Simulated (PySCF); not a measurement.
BrH₄InN₂, SMILES [Br][In]([NH2])[NH2].

Coordinates come from a B3LYP-D3(BJ)/def2-SVP optimisation. The def2 effective core potentials stand for the cores of In; spin–orbit coupling is left out. One conformer was computed; it need not be the lowest.

Two levels are set side by side: TDA-PBE/def2-SVPD (PySCF) and TDA-ωB97X/def2-SVPD (PySCF). Vertical, same geometry. The lowest singlet is HOMO→LUMO 89 % with PBE and HOMO→LUMO 79 % with the other functional; states are paired by order. Differences are taken from unrounded values.

| quantity | TDA-ωB97X |
|---|---|
| lowest singlet excitation (eV) | 5.19 |
| lowest triplet excitation (TDA) (eV) | 4.34 |
| first bright state (f over 0.05) (eV) | 5.19 |
| its oscillator strength | 0.08 |

Question: What does TDA-PBE give, and how far is it from TDA-ωB97X? (Estimate from the structure and the level; the computed values follow.)

Answer: 
```tsv
quantity	TDA-PBE	TDA-PBE minus TDA-ωB97X
lowest singlet excitation (eV)	3.99	-1.20
lowest triplet excitation (TDA) (eV)	3.26	-1.08
first bright state (f over 0.05) (eV)	4.70	-0.48
its oscillator strength	0.06	-0.02
```

Functionals without exact exchange tend to place singlet excitations lower, as here. Differences between two approximate levels are no errors against the true value.

Rough cost on one machine, each run with all the roots and properties that it gave: TDA-ωB97X against TDA-PBE about 4 times.
